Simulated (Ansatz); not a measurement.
Coupled-cluster diagnostics for the cluster Ag₂Au₂, Ansatz.

Geometry of the singlet (PBE0-D4/def2-SVP):

Cartesian coordinates in Å:
```
Au 0.8634 -1.7474 -1.3173
Au -0.8636 1.7465 1.3184
Ag 1.2312 0.2419 0.4860
Ag -1.2310 -0.2409 -0.4871
```

In the def2 sets Ag, Au take a core potential; there is no spin–orbit coupling. Correlated methods freeze no core orbitals; core or outer-core shells of Au, Ag are correlated, in sets that lack core-valence functions. The structure comes from a short search, and lower isomers may exist.

Task: Estimate the CCSD(T) correlation energy, the shares of MP2 and (T), T1 and the reference's ⟨S²⟩ for: charge 0, singlet, own geometry in def2-SVP; and the rough time on 4 threads of Arm Neoverse V2 on a shared host.

Result: 
```json
{"state": "charge 0, singlet, own geometry", "basis": "def2-SVP", "correlation (eV)": "-38.086", "MP2 share (%)": "104.6", "(T) share (%)": "3.1", "T1": "0.018", "⟨S²⟩ (pure)": "0.00 (0.00)", "wall time": "86 s"}
```
Customary marks for T1 are 0.02 (closed shells), 0.045 (open shells) and about 0.05 (3d metals). T1 stays under 0.02 throughout.
